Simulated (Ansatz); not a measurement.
Ansatz results at the PBE0-D4/def2-TZVP geometry: LUMO energy (B3LYP/def2-TZVPP) -0.87 eV; size of the dipole moment (ωB97M-V/def2-TZVPP) 3.39 D; LUMO energy (ωB97M-V/def2-TZVPP) 1.09 eV.

Each molecule was computed in one conformer, which needn't be the lowest.

(1) Which molecule gave them?
A. `C[O][Ga]([CH3])[Cl]`
B. `CC(C)[O][GaH][F]`
C. `CC[O][GaH2]`
D. `[I][Ga]([I])[I]`

Answers

(1) A. The others give `CC[O][GaH2]`: -1.41, 1.22, 0.54; `[I][Ga]([I])[I]`: -2.77, 0.00, -0.76; `CC(C)[O][GaH][F]`: -1.15, 0.95, 0.83.

B3LYP here is the variant with VWN-RPA as its local correlation; programs differ in this.
